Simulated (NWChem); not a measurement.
System meant: SiO₂ anion, doublet; SMILES of the neutral closed-shell parent O=[Si]=O

Input file for NWChem:

```
start job
memory heap 200 mb stack 900 mb global 1100 mb
charge -1
geometry units angstroms noautoz
  O      1.475901     0.000000    -0.273780
  Si     0.000000     0.000000     0.293347
  O     -1.475901     0.000000    -0.273780
end
basis spherical
  O library def2-svp
  Si library def2-svp
end
dft
  odft
  mult 3
  xc b3lyp
  iterations 150
  mulliken
end
task dft energy
```

End of the output:

```
 ==============================================================================
                                 internuclear angles
 ------------------------------------------------------------------------------
        center 1       |       center 2       |       center 3       |  degrees
 ------------------------------------------------------------------------------
    1 O                |   2 Si               |   3 O                |   137.96
 ------------------------------------------------------------------------------
                            number of included internuclear angles:          1
 ==============================================================================

 Summary of "ao basis" -> "" (spherical)
 ------------------------------------------------------------------------------
       Tag                 Description            Shells   Functions and Types
 ---------------- ------------------------------  ------  ---------------------
 O                          def2-svp                 6       14   3s2p1d
 Si                         def2-svp                 8       18   4s3p1d

                                 NWChem DFT Module
                                 -----------------

 Summary of "ao basis" -> "ao basis" (spherical)
 ------------------------------------------------------------------------------
       Tag                 Description            Shells   Functions and Types
 ---------------- ------------------------------  ------  ---------------------
 O                          def2-svp                 6       14   3s2p1d
 Si                         def2-svp                 8       18   4s3p1d

      Symmetry analysis of basis
      --------------------------

        a1         19
        a2          5
        b1         14
        b2          8

  number of electrons :                   31
  multiplicity        :                    3
 ------------------------------------------------------------------------
  no. of electrons and multiplicity not compatible                  31
 ------------------------------------------------------------------------
 ------------------------------------------------------------------------
  current input line :
    20: task dft energy
 ------------------------------------------------------------------------
 ------------------------------------------------------------------------
 There is an error in the input file
 ------------------------------------------------------------------------
 For more information see the NWChem manual at https://nwchemgit.github.io

0: no. of electrons and multiplicity not compatible:Received an Error in Communication
```

Q: Find the fault in this run and fix the input.

A: The input was rejected before any calculation. Cause: the multiplicity doesn't fit the number of electrons (an even count wants an odd multiplicity, and the reverse). This input runs:
```
start job
memory heap 200 mb stack 900 mb global 1100 mb
charge -1
geometry units angstroms noautoz
  O      1.475901     0.000000    -0.273780
  Si     0.000000     0.000000     0.293347
  O     -1.475901     0.000000    -0.273780
end
basis spherical
  O library def2-svp
  Si library def2-svp
end
dft
  odft
  mult 2
  xc b3lyp
  iterations 150
  mulliken
end
task dft energy
```
It converges to -439.78884 Ha (B3LYP/def2-SVP, spin-unrestricted).
